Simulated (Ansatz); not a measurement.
FHPb (SMILES [F][PbH]), charge 0, multiplicity 1, relaxed at each level with Ansatz (a program for electronic structure); harmonic frequencies from differences of analytic forces, average atomic masses, frozen cores. Elements past Kr take the def2 small-core potentials, without spin–orbit coupling.

```json
[
 {"level": "PBE/def2-TZVPP", "harmonic frequencies (cm⁻¹)": "498 518 1523", "ZPE (eV)": "0.157", "cost over PBE/def2-TZVPP (rough)": "×1"},
 {"level": "r2SCAN/def2-TZVPP", "harmonic frequencies (cm⁻¹)": "523 552 1584", "ZPE (eV)": "0.165", "cost over PBE/def2-TZVPP (rough)": "×1"},
 {"level": "B3LYP/def2-TZVPP", "harmonic frequencies (cm⁻¹)": "509 540 1565", "ZPE (eV)": "0.162", "cost over PBE/def2-TZVPP (rough)": "×1"},
 {"level": "PBE0/def2-TZVPP", "harmonic frequencies (cm⁻¹)": "524 549 1599", "ZPE (eV)": "0.166", "cost over PBE/def2-TZVPP (rough)": "×1"},
 {"level": "MP2/def2-TZVPP", "harmonic frequencies (cm⁻¹)": "533 570 1638", "ZPE (eV)": "0.170", "cost over PBE/def2-TZVPP (rough)": "×2"},
 {"level": "CCSD(T)/def2-TZVPP", "harmonic frequencies (cm⁻¹)": "531 557 1578", "ZPE (eV)": "0.165", "cost over PBE/def2-TZVPP (rough)": "×9"}
]
```
